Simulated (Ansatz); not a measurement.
A further run on BCl2Br (BBrCl2).

```yaml
crystal:
  periodic: [false, false, false]
  atoms:
    - {symbol: B, position_ang: [0.021012, 0.035138, 0.000441]}
    - {symbol: Cl, position_ang: [1.769595, 0.008838, 0.023542]}
    - {symbol: Cl, position_ang: [-0.829457, 1.563347, -0.005840]}
    - {symbol: Br, position_ang: [-0.961160, -1.607333, -0.018134]}
basis:
  gaussian: {orbitals: aug-cc-pVDZ}
hamiltonian: {xc: {name: r2SCAN50}, dispersion: d3bjatm}
scf: {omitted_lower_state_checks: [starts]}
output: {forces: true}
```

```sh
$ ansatz run in.yaml --threads 2 --pin off --events-out ev --progress --plain --max-ram 4352MiB
```

Output, abridged:

```
Functional definition: r2SCAN50
1155 factors; integrals over basis functions are off by at most 5.0e-4 eV
mean field evaluation 1: about -95767.6301 eV, gradient 1.0e1 eV
mean field evaluation 2: about -95767.9111 eV, gradient 5.8e0 eV
mean field evaluation 4: about -95767.9901 eV, gradient 6.8e-1 eV
mean field evaluation 8: about -95768.0356 eV, gradient 4.6e-2 eV
mean field evaluation 16: about -95768.0356 eV, gradient 2.2e-5 eV
mean field -95768.03560340 eV, -3519.4103945188 hartree, gradient 2.2e-5 eV, S^2 0.000000; 0 other end points of the search recorded, 0 dependent functions left out
reference -95768.03561949 eV, -3519.4103951103 hartree; 37, 37 occupied and 76, 76 virtual orbitals, 1155 factors
Total energy: -95768.08511352 eV, -3519.4122139823 hartree
Atom 0 at     0.021012     0.035138     0.000441 Å, force    -0.036740    -0.061492    -0.001121 eV/Å
Atom 1 at     1.769595     0.008838     0.023542 Å, force    -0.378728    -0.004029    -0.004902 eV/Å
Atom 2 at    -0.829457     1.563347    -0.005840 Å, force     0.175623    -0.335527     0.001365 eV/Å
Atom 3 at    -0.961160    -1.607333    -0.018134 Å, force     0.239845     0.401048     0.004657 eV/Å
Dipole moment:     0.000579     0.000971     0.000024 e Å
Checks for a lower state left out: starts
```

Hardware: 2 threads of Arm Neoverse V1 on a shared host. Wall time 8 s.
